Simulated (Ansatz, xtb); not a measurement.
**Ranking isomers of C8H7F**

3 gas-phase structures of C8H7F, from a drawn sample of its isomers (lower ones may exist). Each was relaxed with GFN2-xTB; where two conformers were screened, the lower at r2SCAN-D4/def2-SVP is listed:

A. `C=Cc1cccc(F)c1`, a singlet
B. `C=Cc1ccc(F)cc1`, a singlet
C. `C=Cc1ccccc1F`, a singlet

Problem. Estimate their order in r2SCAN-D4/def2-SVP energy at these geometries, lowest first.

Solution. Calculated order at r2SCAN-D4/def2-SVP: C (0.000), A (0.007), B (0.017) eV. Less than 1 kcal/mol parts C and A; A and B, so the order within those pairs means little.

Energies above the lowest of each column, in eV; the last columns are at B3LYP/def2-SVP geometries:

```tsv
structure	GFN2-xTB	HF/STO-3G	r2SCAN-D4/def2-SVP	B3LYP/def2-SVP	CCSD(T)/def2-SVP + ΔMP2/def2-TZVPP
C	0.030	0.000	0.000	0.000	0.020
A	0.000	0.014	0.007	0.000	0.000
B	0.004	0.005	0.017	0.008	0.012
```

CCSD(T)/def2-SVP + ΔMP2/def2-TZVPP has A and B and C within 1 kcal/mol of each other at the bottom, and every level picks one of them. CCSD(T)/def2-SVP + ΔMP2/def2-TZVPP orders those it was run on as A (0.000), B (0.012), C (0.020) eV. Less than 1 kcal/mol parts A and B; B and C, so the order within those pairs means little. Flexible structures stand in one conformer each, not always the lowest. C keeps a small imaginary mode. ΔMP2 is the change of the MP2 energy from the smaller to the larger basis.

Programs: Ansatz 0.2.0, xtb 6.7.1.
